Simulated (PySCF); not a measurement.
Compound: C5H12N2.
Atom-mapped SMILES: `[CH3:1][C:2]([CH3:3])([CH3:4])/[CH:5]=[N:6]/[NH2:7]` (hydrogens: H8, H9, H10 on C1; H11, H12, H13 on C3; H14, H15, H16 on C4; H17 on C5; H18, H19 on N7)

A GFN2-xTB structure was refined with B3LYP/def2-SV(P) geometry optimisation, gas phase (PySCF 2.14.0). Its GFN2-xTB values:

| coordinate | GFN2-xTB |
| --- | --- |
| C1–C2 | 1.534 Å |
| C1–H8 | 1.088 Å |
| C2–C4 | 1.527 Å |
| C2–C5 | 1.501 Å |
| C3–H11 | 1.088 Å |
| C5=N6 | 1.262 Å |
| C5–H17 | 1.100 Å |
| N6–N7 | 1.349 Å |
| N7–H18 | 1.021 Å |
| N7–H19 | 1.009 Å |
| C1–C2–C3 | 109.4° |
| C1–C2–C5 | 108.7° |
| C2–C5–N6 | 122.0° |
| C4–C2–C5 | 110.7° |
| C5–N6–N7 | 120.7° |
| C2–C5–N6–N7 | 174° |

Q: How do these coordinates change at the B3LYP/def2-SV(P) level?

A: 
| coordinate | B3LYP/def2-SV(P) (Å or °) | change |
| --- | --- | --- |
| C3–H11 | 1.106 | +0.018 |
| C1–H8 | 1.106 | +0.018 |
| C2–C5 | 1.517 | +0.016 |
| C5=N6 | 1.275 | +0.013 |
| C5–H17 | 1.112 | +0.012 |
| C1–C2 | 1.546 | +0.012 |
| N6–N7 | 1.358 | +0.009 |
| C2–C4 | 1.536 | +0.009 |
| N7–H19 | 1.016 | +0.007 |
| N7–H18 | 1.027 | +0.006 |
| C2–C5–N6 | 123.2 | +1.2 |
| C5–N6–N7 | 119.7 | -1.0 |
| C4–C2–C5 | 111.1 | +0.4 |
| C1–C2–C5 | 108.4 | -0.3 |
| C1–C2–C3 | 109.1 | -0.3 |
| C2–C5–N6–N7 | 176 | +2 |

The energy falls by 2.0 kcal/mol over 6 energy and gradient evaluations, the largest force component goes from 0.0153 to 2.5e-04 Eh/bohr, and the atoms move by 0.048 Å rms after alignment. Among the bonds, 9 bonds (C1–H8, C1–H9, C1–H10, C3–H11, C3–H12, C3–H13 and others) change most and about equally (+0.017 to +0.018 Å). Bonds longer at the end by more than 0.005 Å: 18 of 18; shorter: 0. Rotational constants go from 4385, 1553, 1530 to 4296, 1520, 1496 MHz.

The run used 122 basis functions and 43 SCF cycles in all.

Stationary, but not proved a minimum. One conformer, not necessarily the lowest.

Conformer computed: `[CH3:1][C:2]([CH3:3])([CH3:4])/[CH:5]=[N:6]/[NH2:7]`: C1–C2–C5–N6 124°, H–N7–N6–C5 24°, H–N7–N6–C5 155°.
